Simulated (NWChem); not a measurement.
Molecule: C4H2F2O; SMILES o1c(ccc1F)F

```xyz
9

F     -2.2226     0.0000    -0.6637
C     -1.0707     0.0000    -0.0527
C     -0.7216     0.0000     1.2545
C      0.7216     0.0000     1.2545
C      1.0707     0.0000    -0.0527
F      2.2226     0.0000    -0.6637
O      0.0000     0.0000    -0.8657
H     -1.3933     0.0000     2.1082
H      1.3933     0.0000     2.1082
```
Atoms are numbered in this order, from 1.

Level: PBE0/def2-SVP (NWChem), optimised geometry, unscaled harmonic frequencies. 

```json
[
 {"frequency (cm⁻¹)": "243", "IR intensity (km/mol)": "0.3"},
 {"frequency (cm⁻¹)": "341", "IR intensity (km/mol)": "0.0"},
 {"frequency (cm⁻¹)": "347", "IR intensity (km/mol)": "1.3"},
 {"frequency (cm⁻¹)": "543", "IR intensity (km/mol)": "0.2"},
 {"frequency (cm⁻¹)": "607", "IR intensity (km/mol)": "0.0"},
 {"frequency (cm⁻¹)": "642", "IR intensity (km/mol)": "4.4"},
 {"frequency (cm⁻¹)": "682", "IR intensity (km/mol)": "0.6"},
 {"frequency (cm⁻¹)": "717", "IR intensity (km/mol)": "20.5"},
 {"frequency (cm⁻¹)": "789", "IR intensity (km/mol)": "77.4"},
 {"frequency (cm⁻¹)": "835", "IR intensity (km/mol)": "0.0"},
 {"frequency (cm⁻¹)": "1007", "IR intensity (km/mol)": "3.4"},
 {"frequency (cm⁻¹)": "1032", "IR intensity (km/mol)": "3.6"},
 {"frequency (cm⁻¹)": "1046", "IR intensity (km/mol)": "62.5"},
 {"frequency (cm⁻¹)": "1229", "IR intensity (km/mol)": "1.2"},
 {"frequency (cm⁻¹)": "1328", "IR intensity (km/mol)": "0.6"},
 {"frequency (cm⁻¹)": "1372", "IR intensity (km/mol)": "275.7"},
 {"frequency (cm⁻¹)": "1454", "IR intensity (km/mol)": "11.0"},
 {"frequency (cm⁻¹)": "1730", "IR intensity (km/mol)": "212.5"},
 {"frequency (cm⁻¹)": "1739", "IR intensity (km/mol)": "166.9"},
 {"frequency (cm⁻¹)": "3301", "IR intensity (km/mol)": "0.1"},
 {"frequency (cm⁻¹)": "3311", "IR intensity (km/mol)": "10.1"}
]
```

```yaml
zero_point_energy: 34.7 kcal/mol
thermal correction to the enthalpy at 298.15 K (with zero-point energy): 38.5 kcal/mol
heat capacity Cv: 18.6 cal/(mol K)
entropy at 298.15 K and 1 atm (symmetry number 2): 72.3 cal/(mol K)
dipole_moment: 1.56 D
```

Rigid rotor and harmonic oscillator.
